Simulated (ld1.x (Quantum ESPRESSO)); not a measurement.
# Ti: TM pseudisation with PBE, scalar-relativistic reference atom.

Ti (Z = 22), norm-conserving Troullier–Martins (Kleinman–Bylander form), made with ld1.x (Quantum ESPRESSO) 7.5 (PBE, scalar-relativistic). Core [Ne] 3s2, reference 3p6 3d2 4s0.5 4p0 (charge +1.5). Waves: 3p (bound): rc 1.40 bohr; 3d (bound): rc 2.25 bohr; 4s (bound): rc 2.35 bohr. Local part: the s channel. Core correction: a·sin(br)/r model core inside 1.25 bohr.

- Cutoffs needed: 45 Ry and 80 Ry (the cutoffs (Ry, on a coarse ladder) from which the occupation-weighted sum of valence levels, in a spherical-Bessel basis at the reference potential, stays within 10 and 1 mRy of its value at 400 Ry)
- Ghost test: no extra level below or beside the all-electron valence levels (p, d, s, f tested) (spherical-Bessel basis up to 400 Ry, 20 bohr box)
- Largest excitation error: -661 meV (all-electron minus pseudo) for 3p5 3d2 4s2 4p0, out of 7 test configurations
